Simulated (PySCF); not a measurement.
Z-matrix (Å, degrees):
```
Al
O 1 1.6985
H 2 0.9568 1 125.79
O 1 1.6986 2 125.02 3 0.06
H 4 0.9568 1 125.75 2 0.09
```
Charge 0, spin multiplicity 2.

Estimate the dipole moment, highest occupied spin orbital and total energy that PBE0-D4/def2-TZVP run with PySCF returns for this input.


```json
{
  "dipole_moment": "1.95 D",
  "highest_occupied_spin_orbital": "-6.11 eV",
  "total_energy": "-10719.96 eV"
}
```
